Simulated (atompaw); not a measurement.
u(r) = r·R(r): atom against pseudo-atom (N (Z = 7))

Columns: radius, all-electron u(r) and pseudo u(r) of the 2s shell (level -18.56 eV) of nitrogen in the configuration [He] 2s2 2p3; PBE, non-relativistic, PAW (atompaw) scheme, atompaw 4.2.0.5.

| r (bohr) | all-electron | pseudo |
| --- | --- | --- |
| 0.062 | 0.3196 | -0.0953 |
| 0.123 | 0.3872 | -0.1879 |
| 0.185 | 0.3208 | -0.2797 |
| 0.246 | 0.1895 | -0.3666 |
| 0.308 | 0.0291 | -0.4505 |
| 0.369 | -0.1325 | -0.5276 |
| 0.431 | -0.2873 | -0.5998 |
| 0.492 | -0.4239 | -0.6640 |
| 0.554 | -0.5439 | -0.7218 |
| 0.615 | -0.6429 | -0.7709 |
| 0.677 | -0.7242 | -0.8126 |
| 0.738 | -0.7865 | -0.8456 |
| 0.800 | -0.8335 | -0.8709 |
| 0.862 | -0.8658 | -0.8883 |
| 0.923 | -0.8851 | -0.8980 |
| 0.985 | -0.8940 | -0.9008 |
| 1.046 | -0.8939 | -0.8971 |
| 1.108 | -0.8862 | -0.8875 |
| 1.169 | -0.8727 | -0.8731 |
| 1.231 | -0.8540 | -0.8541 |
| 1.292 | -0.8319 | -0.8318 |
| 1.354 | -0.8064 | -0.8063 |
| 1.415 | -0.7791 | -0.7791 |
| 1.477 | -0.7499 | -0.7499 |
| 1.538 | -0.7201 | -0.7201 |
| 1.600 | -0.6894 | -0.6894 |

How many radial nodes do the two functions have?

The all-electron 2s function has n − l − 1 = 1; the pseudo-wave has 0, since the states of the same l below it are removed with the core.

Where does each function peak?

Outermost all-electron maximum near 0.98 bohr, pseudo maximum near 0.98 bohr (to the table’s step).

Is the pseudo-wave norm-conserving?

No, it belongs to a PAW set: the norm inside the radius is not constrained, and the difference is carried by the augmentation charge.
